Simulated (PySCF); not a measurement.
Run record: geometry optimisation, [TaCl6]- (`[Cl][Ta-]([Cl])([Cl])([Cl])([Cl])[Cl]`).

Computed with PBE0-D3(BJ)/def2-SVP geometry optimisation, gas phase, def2 core potentials past Kr (PySCF 2.14.0). Start geometry: GFN2-xTB. The input is one job of a driver script: a line of settings, then coordinates in Å.

Input:
```
{"job": {"xc": "PBE0", "basis": "def2-SVP", "d3": "d3bj", "grid": 1, "maxiter": 30, "shake": 0.03, "kind": "geom"}, "charge": -1, "multiplicity": 1}
Ta     0.061460    -0.076520     0.012550
Cl    -0.024400    -0.013190     2.350710
Cl    -0.030040     0.011850    -2.382820
Cl     2.456770     0.004410     0.003280
Cl    -2.365140    -0.037110    -0.055780
Cl    -0.031330     2.371560     0.006830
Cl     0.024540    -2.363000    -0.003320
```

Output:
```
step   0  E = -2816.91613147  max force = 0.038696
step   1  E = -2816.91999866  max force = 0.008835
step   2  E = -2816.91775654  max force = 0.009352
step   3  E = -2816.92038625  max force = 0.005921
step   4  E = -2816.92092111  max force = 0.002195
step   5  E = -2816.92088650  max force = 0.001289
step   6  E = -2816.92100614  max force = 0.000560
step   7  E = -2816.92102716  max force = 0.000255
step   8  E = -2816.92103649  max force = 0.000266
optimisation converged
```

Energies in Eh; «max force» is the largest Cartesian gradient component in Eh/bohr.

Q: How much energy does the optimisation release, in eV?

A: E(step 0) − E(last step) = 0.004905 Eh, which is 0.133 eV.

Main results: final energy -2816.92104 Eh after 8 steps.

Q: Where do the atoms end?

A: 0.051 Å rms from the input after alignment:
```
atom  x, y, z in Å
Ta1    0.0126   -0.0139   -0.0101
Cl2   -0.0030   -0.0242    2.3602
Cl3    0.0209   -0.0011   -2.3801
Cl4    2.3829    0.0074   -0.0021
Cl5   -2.3572   -0.0421   -0.0299
Cl6   -0.0049    2.3561    0.0043
Cl7    0.0407   -2.3842   -0.0107
```

Time: 2.0 min wall; peak memory 0.57 GiB. Hardware: an Arm Neoverse V2 with one thread, shared host with 96 logical CPUs at a one-minute load of 42.
Labels such as C1 count atoms from 1, the log's own numbers from 0.
